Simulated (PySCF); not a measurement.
Fluorobenzene, C6H5F.
SMILES: `FC1=CC=CC=C1`

Theory: PBE0-D3(BJ)/def2-SVP geometry optimisation, gas phase (PySCF 2.14.0).

Masses are those of the commonest isotopes; rigid-rotor values at the optimised geometry. 

(1) What are A, B and C (cm⁻¹)?

(2) Classify the top.

(3) Is it planar, by Δ = Ic − Ia − Ib?

(4) Predict some low-J microwave lines.

## Answers

(1) Ia = 88.94, Ib = 196.32, Ic = 285.27 u·Å²; 505379 MHz·u·Å²/I gives 5682, 2574 and 1772 MHz, that is A = 0.18953, B = 0.08587, C = 0.05909 cm⁻¹.

(2) An asymmetric top. Ray's parameter κ = (2B − A − C)/(A − C) = -0.589; −1 is the prolate and +1 the oblate limit.

(3) Planar: Δ = Ic − Ia − Ib = 0.00 u·Å². For a rigid frame Δ = −2 Σ m c², so it vanishes when all atoms lie in the ab plane; here none is more than 0.01 Å from it.

(4) The dipole components are |μa| = 1.35 D, |μb| = 0.00 D, |μc| = 0.00 D; the symmetry axis of this C2v structure is a, so μb and μc vanish by symmetry and there are no b-type or c-type lines. Some lines, for components of 0.1 D or more:

```csv
type,branch,"J(Ka,Kc)",MHz,lower level (cm⁻¹)
a,Q,"1(1,0) ← 1(1,1)",803,0.249
a,Q,"2(1,1) ← 2(1,2)",2408,0.512
a,R,"1(0,1) ← 0(0,0)",4346,0.000
a,R,"2(1,2) ← 1(1,1)",7889,0.249
a,R,"2(0,2) ← 1(0,1)",8555,0.145
a,R,"2(1,1) ← 1(1,0)",9494,0.275
```

No frequency check. No vibrational averaging or centrifugal distortion is included, and the geometry carries the error of its method.
